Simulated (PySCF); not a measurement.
# Dipole moment and polarisability of SnCl(SiH3)3

Compound: SnCl(SiH3)3.
Cartesian coordinates in Å at the PBE0-D3(BJ)/def2-SVP level; atoms count from 1:
```xyz
14
ClH9Si3Sn angstrom
Sn     0.0287    0.0107    0.4776
Cl     0.1690    0.0451    2.8599
Si     2.4775   -0.0242   -0.3015
H      2.5206   -0.0152   -1.7968
H      3.1475   -1.2614    0.1990
H      3.1925    1.1796    0.2170
Si    -1.2520    2.1522   -0.1380
H     -0.4746    3.3564    0.2797
H     -2.5859    2.1516    0.5319
H     -1.4458    2.1829   -1.6214
Si    -1.2620   -2.1424   -0.0756
H     -0.5632   -3.3218    0.5157
H     -1.3179   -2.2979   -1.5627
H     -2.6538   -2.0594    0.4585
```

Level: PBE0/def2-SVPD (PySCF), static field, nuclei fixed, core orbitals frozen in the response. The polarisability tensor in these axes (au):

```
x   164.65  -0.23  -1.05
y    -0.23 164.18  -0.27
z    -1.05  -0.27 140.52
```

Q: What are the eigenvalues, a third of the trace, and Δα (Δα² = ½Σ(αi − αj)² over the three pairs)?

A: Principal values 140.47, 164.10 and 164.78 au; mean 156.45 au = 23.18 Å³ = 25.79 × 10⁻⁴⁰ C²·m²/J; Δα = 23.98 au (15 % of the mean).

Q: What is the dipole moment, and where does it point?

A: (-0.18, -0.02, -2.90) D, 2.91 D in size, pointing from the negative to the positive side. Measured along this direction, the outermost atoms are Cl2 at the negative end and H10, H13 and H4 at the positive end.

Q: Directions of the eigenvectors, and the extent of the frame along each?

A: Largest value along (0.94, -0.35, -0.04), where the nuclei span 6.58 Å; middle along (0.35, 0.94, -0.03), 6.29 Å; least along (0.04, 0.01, 1.00), 4.55 Å. The response follows the extents in order.

Q: Rayleigh depolarisation ratio (linearly polarised light, static tensor)?

A: ρ = 3Δα²/(45ᾱ² + 4Δα²) = 1724.7/(1101431 + 2299.6) = 0.00156.

Q: Molar refractivity from α?

A: Lorentz–Lorenz: R = (4π/3)N_A α = 2.5225 cm³/(mol·Å³) × 23.18 Å³ = 58.5 cm³/mol, in the limit of long wavelengths.

Geometry: PBE0-D3(BJ)/def2-SVP; no solvent, vibrations or thermal averaging. Atoms past krypton carry effective core potentials; spin–orbit coupling is left out.
